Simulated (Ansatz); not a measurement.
`C=C[Si](N)(N)O` and `N[Si](N)(O)F` differ in one atom or group.

Ansatz, PBE0-D4/def2-TZVP geometries, multiplicity 1. Each molecule was computed in one conformer, which needn't be the lowest.

| property | `C=C[Si](N)(N)O` |
| --- | --- |
| HOMO–LUMO gap (ωB97M-V/def2-TZVPP) / eV | 11.46 |
| HOMO energy (B3LYP/def2-TZVPP) / eV | -6.95 |
| LUMO energy (PBE0/def2-TZVPP) / eV | -0.15 |
| HOMO–LUMO gap (PBE/def2-TZVPP) / eV | 4.65 |
| HOMO–LUMO gap (PBE0/def2-TZVPP) / eV | 7.05 |
| LUMO energy (ωB97M-V/def2-TZVPP) / eV | 1.94 |

Problem. What does the change do to each property? (Estimate.)

Solution. The calculation gave: 
```json
{"property": "HOMO–LUMO gap (ωB97M-V/def2-TZVPP) / eV", "`N[Si](N)(O)F`": "12.25", "shift": "0.79"}
{"property": "HOMO energy (B3LYP/def2-TZVPP) / eV", "`N[Si](N)(O)F`": "-7.41", "shift": "-0.46"}
{"property": "LUMO energy (PBE0/def2-TZVPP) / eV", "`N[Si](N)(O)F`": "0.74", "shift": "0.89"}
{"property": "HOMO–LUMO gap (PBE/def2-TZVPP) / eV", "`N[Si](N)(O)F`": "6.03", "shift": "1.38"}
{"property": "HOMO–LUMO gap (PBE0/def2-TZVPP) / eV", "`N[Si](N)(O)F`": "8.41", "shift": "1.36"}
{"property": "LUMO energy (ωB97M-V/def2-TZVPP) / eV", "`N[Si](N)(O)F`": "2.15", "shift": "0.21"}
```

With PBE0 the HOMO falls by 0.48 eV and the LUMO rises by 0.89 eV, so the gap widens by about 1.37 eV. PBE moves the HOMO by -0.33 eV and ωB97M-V by -0.58 eV.

B3LYP here is the variant with VWN-RPA as its local correlation; programs differ in this.
